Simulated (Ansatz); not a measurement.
A CCSD(T) single point on CH₅B₂FSSi (`FB1[SiH2]BCS1`).

```yaml
crystal:
  periodic: [false, false, false]
  atoms:
    - {symbol: F, position_ang: [-0.007983, 1.434453, 2.689555]}
    - {symbol: B, position_ang: [-0.010792, 0.869069, 1.488761]}
    - {symbol: Si, position_ang: [0.182997, -1.085908, 0.996370]}
    - {symbol: B, position_ang: [0.033790, -0.756041, -0.983435]}
    - {symbol: C, position_ang: [-0.153652, 0.757150, -1.331132]}
    - {symbol: S, position_ang: [-0.212240, 1.940873, 0.058845]}
    - {symbol: H, position_ang: [1.490657, -1.684649, 1.393588]}
    - {symbol: H, position_ang: [-0.906061, -1.955628, 1.528972]}
    - {symbol: H, position_ang: [0.068540, -1.530577, -1.894543]}
    - {symbol: H, position_ang: [0.651763, 1.071545, -2.007278]}
    - {symbol: H, position_ang: [-1.071518, 0.882815, -1.919204]}
basis:
  gaussian: {orbitals: def2-TZVPP}
correlation: {method: ccsd_t}
output: {orbitals: {seedname: orbitals}}
```

```sh
$ ansatz run in.yaml --threads 4 --pin off --events-out ev --progress --plain
```

The program prints (abridged):

```
Functional definition: HF
  name "HF"
  cite "Fock, Z. Phys. 61, 126 (1930) doi:10.1007/BF01340294"
  parent pbe
  exchange = exact_x
  correlation = 0
1656 factors; integrals over basis functions are off by at most 9.9e-4 eV
mean field evaluation 1: about -23839.0378 eV, gradient 3.2e1 eV
mean field evaluation 2: about -23839.3266 eV, gradient 3.3e1 eV
mean field evaluation 4: about -23842.5285 eV, gradient 4.6e0 eV
mean field evaluation 8: about -23842.6201 eV, gradient 2.9e-1 eV
mean field evaluation 16: about -23842.6206 eV, gradient 2.0e-6 eV
mean field -23842.62063099 eV, -876.2001470802 hartree, gradient 2.0e-6 eV, S^2 0.000000; 1 other end points of the search recorded, 0 dependent functions left out
14 core orbitals not correlated: weight in the atoms' cores, before any rotation towards them, 1.000 or more for the frozen orbitals, at most 0.000 for the correlated occupied ones
reference -23842.62063099 eV, -876.2001470802 hartree; 16, 16 occupied and 248, 248 virtual orbitals, 1656 factors
second order -24.31668249 eV of doubles, -0.00000000 eV of singles
cycle   1  -25.09275396 eV  change   -7.8e-1 eV  update   1.2e-1
cycle   2  -25.73565646 eV  change   -6.4e-1 eV  update   3.6e-2
cycle   3  -25.88257262 eV  change   -1.5e-1 eV  update   2.1e-2
cycle   4  -25.86980847 eV  change    1.3e-2 eV  update   6.0e-3
cycle   5  -25.86428237 eV  change    5.5e-3 eV  update   2.7e-3
cycle   6  -25.86503893 eV  change   -7.6e-4 eV  update   1.0e-3
cycle   7  -25.86460086 eV  change    4.4e-4 eV  update   3.4e-4
cycle   8  -25.86453806 eV  change    6.3e-5 eV  update   1.4e-4
cycle   9  -25.86462369 eV  change   -8.6e-5 eV  update   5.9e-5
cycle  10  -25.86463386 eV  change   -1.0e-5 eV  update   2.3e-5
perturbative correction -1.10057083 eV, -0.0404452320 hartree
Total energy: -23869.58583568 eV, -877.1911000748 hartree
```

Hardware: 4 threads of a server CPU on a shared host. Wall time 3.3 min, peak host memory 7.6 GiB.

The correlation energy is -26.965 eV, 4.1 % of it from (T); the T1 diagnostic reads 0.0150.
